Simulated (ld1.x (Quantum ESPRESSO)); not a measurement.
# Ranking TM potentials for manganese

All share these settings but for the change named:

ld1.x (Quantum ESPRESSO) 7.5 input, shortened:

```
&input
   title='Mn', zed=25., rel=1, dft='PZ', iswitch=3,
   config='[Ar] 3d5 4s0 4p0'
 /
 &inputp
   pseudotype=2, tm=.true., lloc=0,
   nlcc=.false.
 /
3
3P  2  1   6.00   0.00  0.95  0.95  0.0
3D  3  2   5.00   0.00  1.55  1.55  0.0
4S  1  0   0.00   0.00  2.35  2.35  0.0
 &test
   configts(1)='3p6 3d5 4s0 4p0'
 /
```

Cutoff: the first of the cutoffs (Ry, on a coarse ladder) from which the occupation-weighted sum of valence levels, in a spherical-Bessel basis at the reference potential, stays within 10 and 1 mRy of its value at 400 Ry; the density cutoff is not measured.

The base gives 110 Ry.

Of 10 variants that were run, those that failed, showed a ghost or another fault, or gave nearly equal values are left out.

A variant can come out equal or close to the base.

(1) Rank these variants from softest to hardest (loose cutoff).
A. all radii scaled by about 1.26 (s 2.96, p 1.20, d 1.96 bohr)
B. wave 3p (bound): rc 0.95 bohr becomes 3p (bound): rc 0.82 bohr
C. wave 3d (bound): rc 1.55 bohr becomes 3d (bound): rc 2.26 bohr
D. all radii scaled by about 1.19 (s 2.80, p 1.14, d 1.84 bohr)

Answers

(1) A (70 Ry), D (80 Ry), C (110 Ry), B (140 Ry).
